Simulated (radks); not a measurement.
Task: Radial electron density D(r) = 4 pi r^2 rho(r) of an atom or ion with 15 electrons. Calculated with a radial shooting solver on a logarithmic mesh with Libxc functionals: scalar-relativistic Kohn-Sham, PBE, spin-unpolarised, spherical densities, point nucleus.

r (bohr),D(r) (e/bohr)
0.00323,6.458
0.003585,7.640
0.004009,9.124
0.004485,10.85
0.004976,12.69
0.005566,14.94
0.006225,17.50
0.006963,20.35
0.007726,23.27
0.008642,26.67
0.009666,30.29
0.01081,34.07
0.012,37.62
0.01342,41.37
0.01501,44.89
0.01679,47.99
0.01863,50.34
0.02083,52.13
0.0233,53.03
0.02586,53.01
0.02892,52.09
0.03235,50.42
0.03618,48.30
0.04015,46.30
0.04491,44.62
0.05023,43.91
0.05618,44.60
0.06234,46.62
0.06973,50.14
0.07799,54.46
0.08654,58.38
0.0968,61.41
0.1083,62.12
0.1211,59.74
0.1344,54.67
0.1503,46.77
0.1681,37.67
0.188,29.11
0.2086,23.00
0.2334,19.14
0.261,17.94
0.292,18.27
0.324,18.60
0.3624,17.81
0.4053,15.37
0.4497,11.99
0.503,8.030
0.5626,4.635
0.6293,2.278
0.6983,1.006
0.781,0.3464
0.8736,0.09636
0.9771,0.02118
1.084,0.004110
1.213,0.0005331

What is the nuclear charge?

Result: Z = 42. The innermost maximum, from 1s, lies near gamma/Z bohr with gamma = sqrt(1 - (Z/c)^2) = 0.952, here 0.0227 bohr (found: 0.0245), and its height grows with Z. The density is that of the molybdenum ion Mo27+ in [Ne] 3s2 3p3; the configuration itself is not fixed sharply by these data, and Z only to a few units. D(r) has 3 maxima, at r = 0.0245, 0.106, 0.321 bohr, and minima at 0.0506, 0.265 bohr, inside which lie 2.06, 10.59 electrons.
